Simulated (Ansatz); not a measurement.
```xyz
2

W     0.0000    0.0000    0.0000
B     0.0000    0.0000    4.5264
```

Basis set: pcseg-2 on B; def2-TZVPP on W (spherical functions, with the set's core potentials past Kr). Some runs use density fitting. Charge 0, multiplicity 4.

Computed with Ansatz (development build ahead of 0.2.0); each method stands on the lowest determinant of its kind that the runs found. Restricted functionals stand beside restricted open-shell atoms, which can lie above the unrestricted atoms usual in DFT and then raise those values.

The atomization energy at this shape (free ground-state atoms in the same class of orbitals less the molecule, no zero-point energy) of quartet WB:

```
             method  atomization energy
PBE0 (unrestricted)          4.8 kJ/mol
```

Task: What does PBE0 (restricted open-shell) give?

Result: -149.8 kJ/mol. Caution: charge can spread falsely over distant fragments; other spin multiplicities were not run; the shape is not the minimum. Caution for PBE0 (unrestricted): a free atom is spin contaminated; the unrestricted determinant is a mixture of spin states. Caution for PBE0 (restricted open-shell): an unrestricted determinant lies well below; the molecule lies well above its atoms at this level.
